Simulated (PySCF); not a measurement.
Diatomic cations of B with group 12

PBE0 with double-zeta basis sets in PySCF, for the lowest determinant that a PBE0 search found; no spin–orbit coupling. De refers to high-spin ground-configuration atoms (the charge goes to the atom of lower measured ionisation energy or higher electron affinity, which is not always the lowest computed limit). A positive dipole points towards B; it is taken about the centre of mass and depends on that origin.

```csv
M,basis,charged atom,state (unpaired electrons),Re (Å),ωe (cm⁻¹),De (eV),μ (D)
Zn,def2-SVP,B+,singlet (closed shell),2.351,338,2.26,1.38
Cd,cc-pVDZ-PP/cc-pVDZ,B+,singlet (closed shell),2.512,297,2.00,2.48
Hg,def2-SVP,B+,singlet (closed shell),2.366,318,1.68,3.69
```

The shortest bond is that of ZnB⁺ (2.351 Å), the longest that of CdB⁺ (2.512 Å). ZnB⁺ is bound most strongly (2.26 eV) and HgB⁺ least (1.68 eV).

The rows differ in basis set, which adds steps of its own.

Down a group the atoms grow and get heavier, so bonds lengthen and wavenumbers fall; the exceptions here are the shorter bond at Hg and the higher wavenumber at Hg. Relativity and the filled 4f shell contract the atoms of the sixth period.

Spin–orbit coupling is left out. For an ion De counts to the pair picked by the measured ionisation energies or electron affinities, which need not be the lowest pair at this level.
